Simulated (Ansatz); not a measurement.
C2H4Ge, SMILES `C=[CH][GeH]` (lower singlet; C–C–Ge–H torsion 179°) (charge 0, multiplicity 1). This singlet lies 1.25 eV below the relaxed triplet at the level B3LYP/cc-pVTZ // PBE0-D3(BJ)/def2-TZVP (Ansatz, a quantum-chemistry and plane-wave program).

These are PBE0/cc-pVTZ // PBE0-D3(BJ)/def2-TZVP run with Ansatz values and carry that method's errors.

Ansatz 0.2 input:
```yaml
crystal:
  periodic: [false, false, false]
  atoms:
    - { symbol: C, position_ang: [-1.167444, 0.023221, 0.142801] }
    - { symbol: C, position_ang: [0.101171, 0.234199, -0.222184] }
    - { symbol: Ge, position_ang: [1.482604, -0.889143, 0.60932] }
    - { symbol: H, position_ang: [-1.422464, -0.740252, 0.875726] }
    - { symbol: H, position_ang: [-2.002969, 0.590403, -0.262875] }
    - { symbol: H, position_ang: [0.307393, 1.008591, -0.957975] }
    - { symbol: H, position_ang: [2.701708, -0.227018, -0.184812] }
basis:
  gaussian: { orbitals: cc-pVTZ }
hamiltonian:
  xc: pbe0
```

Output:

```
Functional definition: PBE0
1000 factors; their error is unknown
mean field evaluation 1: about -58641.4067 eV, gradient 4.9e1 eV
mean field evaluation 2: about -58627.3691 eV, gradient 8.0e1 eV
mean field evaluation 4: about -58647.0617 eV, gradient 6.2e0 eV
mean field evaluation 8: about -58647.3574 eV, gradient 3.7e-1 eV
mean field -58647.35754438 eV, -2155.2506371494 hartree, gradient 4.5e-5 eV, S^2 0.000000; 0 other end points of the search recorded, 0 dependent functions left out
reference -58647.35757072 eV, -2155.2506381173 hartree; 24, 24 occupied and 135, 135 virtual orbitals, 1000 factors
Total energy: -58647.35757072 eV, -2155.2506381173 hartree
```
